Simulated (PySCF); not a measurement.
**TDDFT excited states: C4H10P2S**

Species: C₄H₁₀P₂S.
Numbering: `[CH3:1][C@@H:2]1[C@@H:3]([CH3:4])[P:5]1([PH2:6])=[S:7]` (hydrogens: H8, H9, H10 on C1; H11 on C2; H12 on C3; H13, H14, H15 on C4; H16, H17 on P6)

Structure used (GFN2-xTB), in Å, numbered top down from 1:
```
atom  x, y, z in Å
C1    -0.1314    1.7172    1.1340
C2    -0.2941    0.8727   -0.1018
C3    -0.7050   -0.6005    0.0611
C4    -1.8137   -1.1390   -0.8030
P5     0.9670   -0.3397   -0.6708
P6     2.4352   -0.6120    0.9250
S7     1.3543   -0.6502   -2.5617
H8     0.4317    1.1782    1.8959
H9     0.3927    2.6432    0.9045
H10   -1.1110    1.9672    1.5420
H11   -0.7930    1.3783   -0.9264
H12   -0.7250   -0.9444    1.0918
H13   -1.8805   -2.2217   -0.7126
H14   -2.7697   -0.7066   -0.5078
H15   -1.6271   -0.8936   -1.8484
H16    3.3747    0.1541    0.2333
H17    2.8879   -1.7912    0.3351
```

Method used: TDDFT CAM-B3LYP/def2-SVPD, vertical, gas phase, core orbitals frozen in the response (PySCF 2.14.0, density-fitted response routines).

```
state  E (eV)  E (kJ/mol)  λ (nm)       f  |μ| (D)   main configurations (H = HOMO, L = LUMO)
   S1    4.37         422   283.7  0.0054     0.57                                  H→L (93%)
   S2    4.86         469   255.2   0.096     2.28                                H-1→L (90%)
   S3    5.39         520   230.0   0.035     1.31                 H→L+1 (42%), H-1→L+1 (29%)
   S4    5.51         532   225.0   0.048     1.51  H-1→L+1 (40%), H→L+1 (30%), H-1→L+3 (12%)
   S5    5.68         548   218.4   0.022     1.01                   H→L+2 (50%), H→L+3 (27%)
   S6    5.96         575   207.9  0.0065     0.54    H→L+3 (26%), H→L+2 (25%), H-1→L+2 (12%)
   S7    6.05         584   204.9   0.028     1.11                H-1→L+2 (58%), H-1→L+3 (8%)
   S8    6.26         604   198.1  0.0018     0.27      H→L+4 (30%), H→L+5 (16%), H→L+1 (11%)
```

Triplets, Tamm–Dancoff:

```json
{"state": "T1", "E (eV)": "4.00", "λ (nm)": "309.6", "main configurations (H = HOMO, L = LUMO)": "H→L (83%)"}
{"state": "T2", "E (eV)": "4.13", "λ (nm)": "300.1", "main configurations (H = HOMO, L = LUMO)": "H-1→L (85%)"}
{"state": "T3", "E (eV)": "4.59", "λ (nm)": "270.0", "main configurations (H = HOMO, L = LUMO)": "H→L+1 (58%), H→L+3 (15%), H→L+4 (9%)"}
```

The lowest singlet comes at 284 nm (422 kJ/mol) in the ultraviolet; it is weak; its leading configuration is HOMO→LUMO (93%). The strongest level in the table is S2 at 4.86 eV (255 nm, f = 0.096). Löwdin shares by element: HOMO sulfur 63%, phosphorus 16% or more, carbon 15% or more; LUMO phosphorus 62%, sulfur 20%, hydrogen 4% or more. Weighted by f, the mean energy of these states is 5.31 eV. Orbital energies (eV): HOMO-3 -10.22, HOMO-2 -9.75, HOMO-1 -7.72, HOMO -7.39, LUMO 0.21, LUMO+1 0.94, LUMO+2 0.98. The oscillator strengths of these states sum to 0.243; summed over the whole spectrum of an exact calculation they would give the number of electrons, 80 (Thomas–Reiche–Kuhn). Only the lowest 8 singlets were computed, as vertical energies without vibronic structure.

One conformer stands for the species.
